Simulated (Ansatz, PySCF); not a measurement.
Gas-phase reaction R1 + R2 → P1, each structure at its B3LYP-D3(BJ)/def2-TZVP stationary point, reached from a drawn start (curvature not checked).
R1, C2F5 (SMILES F[C](F)C(F)(F)F) (charge 0, multiplicity 2):
```xyz
7

F      1.283    -1.342    -0.021
C      0.882    -0.106    -0.250
F      1.645     0.785     0.357
C     -0.608     0.115    -0.065
F     -0.980    -0.050     1.220
F     -0.932     1.357    -0.433
F     -1.291    -0.758    -0.809
```
R2: CF2 (SMILES F[C]F), charge 0, multiplicity 1.
P1: C3F7 (SMILES F[C](F)C(F)(F)C(F)(F)F), charge 0, multiplicity 2.

P less R. No zero-point or thermal terms; singlets are restricted closed shells; open shells are unrestricted. One arrangement of each flexible species, with no search for the lowest.

Cores are frozen in the correlated methods.

Programs: Ansatz (a program for electronic structure) with Gaussian orbitals; PySCF for the D3/D4 terms. Each number belongs to the level named beside it.

```
level                reaction energy (kJ/mol)
-------------------  ------------------------
HF/cc-pVDZ                             -208.6
revPBE/def2-TZVPP                      -203.3
r2SCAN/def2-TZVPP                      -247.3
B3LYP-D4/def2-TZVPP                    -229.6
BHLYP-D4/def2-TZVPP                    -240.3
wB97M-V/def2-TZVPP                     -231.2
B2PLYP/def2-TZVPP                      -225.1
MP2/cc-pVDZ                               [?]
CCSD/cc-pVDZ                              [?]
```

**Question.** Complete the blanks.

**Answer.** 
- MP2/cc-pVDZ, reaction energy (kJ/mol): -244.9
- CCSD/cc-pVDZ, reaction energy (kJ/mol): -226.9
